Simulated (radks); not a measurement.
Q: Ionisation ladder of palladium, from Pd I to Pd XXII. Each ion is in the ground configuration listed by NIST, and IE = E(next ion) - E(this ion). Method: non-relativistic Kohn-Sham, PBE, spin-polarised, spherical densities, point nucleus; open shells are filled with parallel spins first (spin-orbit coupling, left out, can overturn this in heavy ions); relativity is left out, which matters for an element this heavy; computed with a radial shooting solver on a logarithmic mesh with Libxc functionals.

species       configuration  IE, Delta-SCF (eV)  -e(HOMO) (eV)     HOMO  <r> HOMO (bohr)
Pd I              [Kr] 4d10               9.087          4.111       4d             1.57
Pd II              [Kr] 4d9              20.546         14.480  4d down             1.45
Pd III             [Kr] 4d8              33.728         26.892  4d down             1.37
Pd IV              [Kr] 4d7              48.217         40.779  4d down             1.30
Pd V               [Kr] 4d6              63.754         55.829  4d down             1.25
Pd VI              [Kr] 4d5              85.441         76.668    4d up             1.19
Pd VII             [Kr] 4d4              103.55         94.358    4d up             1.15
Pd VIII            [Kr] 4d3              122.44         112.87    4d up             1.12
Pd IX              [Kr] 4d2              142.03         132.12    4d up             1.09
Pd X               [Kr] 4d1              162.26         152.05    4d up             1.06
Pd XI                  [Kr]              238.43         227.11       4p            0.944
Pd XII    [Ar] 3d10 4s2 4p5              261.18         249.78  4p down            0.929
Pd XIII   [Ar] 3d10 4s2 4p4                   ?         272.58  4p down            0.916
Pd XIV    [Ar] 3d10 4s2 4p3                   ?         302.10    4p up            0.900
Pd XV     [Ar] 3d10 4s2 4p2                   ?         326.40    4p up            0.888
Pd XVI    [Ar] 3d10 4s2 4p1              362.86         350.75    4p up            0.876
Pd XVII       [Ar] 3d10 4s2              421.72         409.30       4s            0.843
Pd XVIII      [Ar] 3d10 4s1              450.05         437.39    4s up            0.833
Pd XIX            [Ar] 3d10              815.24         785.15       3d            0.347
Pd XX              [Ar] 3d9              876.34         845.57  3d down            0.342
Pd XXI             [Ar] 3d8              938.75         907.33  3d down            0.337
Pd XXII            [Ar] 3d7                   ?         970.36  3d down            0.332

Estimate the withheld Delta-SCF values.

A: Pd XIII: 283.95 eV (NIST 286); Pd XIV: 314.24 eV (NIST 311); Pd XV: 338.58 eV (NIST 342); Pd XXII: 1002.4 eV (NIST 1000).
